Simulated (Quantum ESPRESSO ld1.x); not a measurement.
Values are calculated unless marked as measured or tabulated.
Task: Species: the tantalum ion Ta12+. Configuration: [Kr] 4d10 4f13 5s2. Code: ld1.x of Quantum ESPRESSO 7.5. Model: scalar-relativistic Kohn-Sham, LDA (Slater exchange, Perdew-Zunger correlation), spin-polarised, spherical densities, point nucleus; open shells are filled with parallel spins first. Some entries of the table are withheld. Estimate them.

| orbital | occ. | eigenvalue (hartree) | <r^2> (bohr^2) | r(max) (bohr) |
|---|---|---|---|---|
| 1s down | 1 | -2482.21 | 0.0004791 | 0.012 |
| 1s up | 1 | -2482.21 | 0.0004791 | 0.012 |
| 2s up | 1 | -433.371 | 0.007380 | 0.067 |
| 2s down | 1 | -433.370 | 0.007380 | 0.067 |
| 2p up | 3 | -380.956 | 0.006085 | 0.055 |
| 2p down | 3 | -380.955 | 0.006085 | 0.055 |
| 3s up | 1 | -105.553 | 0.04801 | 0.189 |
| 3s down | 1 | -105.531 | 0.04800 | 0.189 |
| 3p up | 3 | -89.9641 | 0.04868 | 0.186 |
| 3p down | 3 | -89.9415 | 0.04867 | 0.186 |
| 3d up | 5 | -71.7493 | 0.04037 | 0.152 |
| 3d down | 5 | -71.7317 | 0.04036 | 0.152 |
| 4s up | 1 | -27.9305 | 0.2366 | 0.427 |
| 4s down | 1 | -27.8904 | 0.2367 | 0.427 |
| 4p up | 3 | -22.7975 | 0.2683 | (1) |
| 4p down | 3 | -22.7586 | 0.2685 | (2) |
| 4d up | 5 | -16.2197 | 0.3098 | 0.459 |
| 4d down | 5 | -16.1820 | 0.3100 | 0.459 |
| 5s up | 1 | -9.99245 | (3) | (4) |
| 5s down | 1 | -9.97346 | (5) | (6) |
| 4f up | 7 | -8.86207 | 0.4060 | 0.434 |
| 4f down | 6 | -8.82523 | 0.4076 | 0.434 |

Result: 
(1) 4p up r(max) (bohr): 0.448
(2) 4p down r(max) (bohr): 0.448
(3) 5s up <r^2> (bohr^2): 1.100
(4) 5s up r(max) (bohr): 0.943
(5) 5s down <r^2> (bohr^2): 1.103
(6) 5s down r(max) (bohr): 0.943
